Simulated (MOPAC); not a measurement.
MOPAC input (AM1):

```
AM1 1SCF GEO-OK AUX(PRECISION=9) THREADS=1
C2H6BBr2N

C    -2.15718800 1    1.45950900 1   -0.74081900 1
N    -1.57460600 1    0.28788400 1   -0.09414800 1
C    -2.60331300 1   -0.58914900 1    0.45618200 1
B    -0.21409100 1    0.03914200 1   -0.01280100 1
Br    0.49891700 1   -1.54509000 1    0.86498700 1
Br    1.10787600 1    1.25132100 1   -0.76891500 1
H    -2.74979300 1    2.02731000 1   -0.01840100 1
H    -2.81918700 1    1.14602500 1   -1.55257700 1
H    -1.38343100 1    2.10213100 1   -1.14496200 1
H    -2.15797300 1   -1.45465800 1    0.93321700 1
H    -3.20114100 1   -0.04533200 1    1.19261400 1
H    -3.27053500 1   -0.92661700 1   -0.34156300 1
```

Output:

```
 *******************************************************************************
 **                                                                           **
 **                              MOPAC v23.2.5                                **
 **                                                                           **
 *******************************************************************************
 ** MOPAC's Digital Object Identifier: https://doi.org/10.5281/zenodo.6511958 **
 **                                                                           **
 ** Please cite the open-source release paper for use of this MOPAC version:  **
 ** J. E. Moussa and J. J. P. Stewart (2026)                                  **
 ** MOPAC: An open-source semiempirical molecular orbital program             **
 ** J. Open Source Softw., 11(119), 8025, https://doi.org/10.21105/joss.08025 **
 *******************************************************************************

                              AM1 CALCULATION RESULTS

 *******************************************************************************
 *  AM1        - The AM1 Hamiltonian to be used
 *  GEO-OK     - OVERRIDE INTERATOMIC DISTANCE AND OTHER SAFETY CHECKS
 *  1SCF       - DO 1 SCF AND THEN STOP
 *  AUX        - OUTPUT AUXILIARY INFORMATION
 *******************************************************************************
AM1 1SCF GEO-OK AUX(PRECISION=9) THREADS=1
 C2H6BBr2N

   ATOM   CHEMICAL          X               Y               Z
  NUMBER   SYMBOL      (ANGSTROMS)     (ANGSTROMS)     (ANGSTROMS)

     1       C         -2.15718800  *   1.45950900  *  -0.74081900  *
     2       N         -1.57460600  *   0.28788400  *  -0.09414800  *
     3       C         -2.60331300  *  -0.58914900  *   0.45618200  *
     4       B         -0.21409100  *   0.03914200  *  -0.01280100  *
     5      Br          0.49891700  *  -1.54509000  *   0.86498700  *
     6      Br          1.10787600  *   1.25132100  *  -0.76891500  *
     7       H         -2.74979300  *   2.02731000  *  -0.01840100  *
     8       H         -2.81918700  *   1.14602500  *  -1.55257700  *
     9       H         -1.38343100  *   2.10213100  *  -1.14496200  *
    10       H         -2.15797300  *  -1.45465800  *   0.93321700  *
    11       H         -3.20114100  *  -0.04533200  *   1.19261400  *
    12       H         -3.27053500  *  -0.92661700  *  -0.34156300  *

          CARTESIAN COORDINATES

    NO.       ATOM           X           Y           Z

     1         C         -2.1572      1.4595     -0.7408
     2         N         -1.5746      0.2879     -0.0941
     3         C         -2.6033     -0.5891      0.4562
     4         B         -0.2141      0.0391     -0.0128
     5        Br          0.4989     -1.5451      0.8650
     6        Br          1.1079      1.2513     -0.7689
     7         H         -2.7498      2.0273     -0.0184
     8         H         -2.8192      1.1460     -1.5526
     9         H         -1.3834      2.1021     -1.1450
    10         H         -2.1580     -1.4547      0.9332
    11         H         -3.2011     -0.0453      1.1926
    12         H         -3.2705     -0.9266     -0.3416

  H: (AM1): M.J.S. DEWAR ET AL, J. AM. CHEM. SOC. 107 3902-3909 (1985)
  B: (AM1): M.J.S. DEWAR ET AL, ORGANOMETALLICS, 7, 513-521 (1988)
  C: (AM1): M.J.S. DEWAR ET AL, J. AM. CHEM. SOC. 107 3902-3909 (1985)
  N: (AM1): M.J.S. DEWAR ET AL, J. AM. CHEM. SOC. 107 3902-3909 (1985)
 Br: (AM1): M.J.S. DEWAR AND E. G. ZOEBISCH, THEOCHEM, 180, 1 (1988).

           Empirical Formula: C2 H6 N B Br2  =    12 atoms

      MOLECULAR POINT GROUP   :   C2v

      RHF CALCULATION, NO. OF DOUBLY OCCUPIED LEVELS = 18

 -------------------------------------------------------------------------------
 AM1 1SCF GEO-OK AUX(PRECISION=9) THREADS=1
 C2H6BBr2N

     1SCF WAS SPECIFIED, SO BFGS WAS NOT USED
     SCF FIELD WAS ACHIEVED

                              AM1 CALCULATION
                                                       MOPAC v23.2.5 Linux

          FINAL HEAT OF FORMATION =        -53.98964 KCAL/MOL =    -225.89265 KJ/MOL

          COSMO AREA              =        155.06 SQUARE ANGSTROMS
          COSMO VOLUME            =        151.12 CUBIC ANGSTROMS

          IONIZATION POTENTIAL    =         10.288285 EV
          HOMO LUMO ENERGIES (EV) =        -10.288 -0.519
          NO. OF FILLED LEVELS    =         18
          MOLECULAR WEIGHT        =        214.6941         POINT GROUP:  C2v

          MOLECULAR DIMENSIONS (Angstroms)

            Atom       Atom       Distance
            H     7   Br     5     4.90882
           Br     6    H    12     4.75072
            H    11    H     8     2.41213

          SCF CALCULATIONS        =          1

   ATOM   CHEMICAL          X               Y               Z
  NUMBER   SYMBOL      (ANGSTROMS)     (ANGSTROMS)     (ANGSTROMS)

     1       C         -2.15718800  *   1.45950900  *  -0.74081900  *
     2       N         -1.57460600  *   0.28788400  *  -0.09414800  *
     3       C         -2.60331300  *  -0.58914900  *   0.45618200  *
     4       B         -0.21409100  *   0.03914200  *  -0.01280100  *
     5      Br          0.49891700  *  -1.54509000  *   0.86498700  *
     6      Br          1.10787600  *   1.25132100  *  -0.76891500  *
     7       H         -2.74979300  *   2.02731000  *  -0.01840100  *
     8       H         -2.81918700  *   1.14602500  *  -1.55257700  *
     9       H         -1.38343100  *   2.10213100  *  -1.14496200  *
    10       H         -2.15797300  *  -1.45465800  *   0.93321700  *
    11       H         -3.20114100  *  -0.04533200  *   1.19261400  *
    12       H         -3.27053500  *  -0.92661700  *  -0.34156300  *

                             CARTESIAN COORDINATES

   1    C       -2.157188000     1.459509000    -0.740819000
   2    N       -1.574606000     0.287884000    -0.094148000
   3    C       -2.603313000    -0.589149000     0.456182000
   4    B       -0.214091000     0.039142000    -0.012801000
   5   Br        0.498917000    -1.545090000     0.864987000
   6   Br        1.107876000     1.251321000    -0.768915000
   7    H       -2.749793000     2.027310000    -0.018401000
   8    H       -2.819187000     1.146025000    -1.552577000
   9    H       -1.383431000     2.102131000    -1.144962000
  10    H       -2.157973000    -1.454658000     0.933217000
  11    H       -3.201141000    -0.045332000     1.192614000
  12    H       -3.270535000    -0.926617000    -0.341563000

           Empirical Formula: C2 H6 N B Br2  =    12 atoms

      MOLECULAR POINT GROUP   :   C2v

                  EIGENVALUES
 -38.14760 -31.65779 -31.03355 -29.11085 -26.49734 -20.39907 -16.85085 -16.45663
 -16.45128 -13.80920 -13.62308 -13.45286 -12.44638 -12.28539 -11.31828 -11.00390
 -10.49860 -10.28828  -0.51860   1.26041   2.07596   2.37978   3.73648   3.84796
   3.92140   4.06380   4.37162   4.38016   5.25974   6.13658

              NET ATOMIC CHARGES AND DIPOLE CONTRIBUTIONS

  ATOM NO.   TYPE          CHARGE      No. of ELECS.   s-Pop       p-Pop
    1          C          -0.087814        4.0878     1.21866     2.86916
    2          N          -0.294884        5.2949     1.47457     3.82031
    3          C          -0.087814        4.0878     1.21866     2.86916
    4          B           0.082397        2.9176     1.18574     1.73186
    5         Br          -0.070810        7.0708     1.96758     5.10323
    6         Br          -0.070810        7.0708     1.96758     5.10323
    7          H           0.079513        0.9205     0.92049
    8          H           0.079513        0.9205     0.92049
    9          H           0.105842        0.8942     0.89416
   10          H           0.105842        0.8942     0.89416
   11          H           0.079513        0.9205     0.92049
   12          H           0.079513        0.9205     0.92049
 DIPOLE           X         Y         Z       TOTAL
 POINT-CHG.    -2.792     0.510    -0.167     2.843
 HYBRID        -0.784     0.143    -0.047     0.799
 SUM           -3.576     0.654    -0.214     3.642

          ATOMIC ORBITAL ELECTRON POPULATIONS

     Atom    s        px        py        pz
    1  C   1.21866   0.99939   0.88816   0.98161
    2  N   1.47457   1.08807   1.21846   1.51378
    3  C   1.21866   0.91546   0.95863   0.99507
    4  B   1.18574   0.66260   0.59563   0.47363
    5 Br   1.96758   1.86048   1.44601   1.79674
    6 Br   1.96758   1.58867   1.67422   1.84035
    7  H   0.92049
    8  H   0.92049
    9  H   0.89416
   10  H   0.89416
   11  H   0.92049
   12  H   0.92049

 **********************
 *                    *
 * JOB ENDED NORMALLY *
 *                    *
 **********************

 == MOPAC DONE ==
```

The geometry given is a B3LYP-D3(BJ)/def2-TZVP minimum.
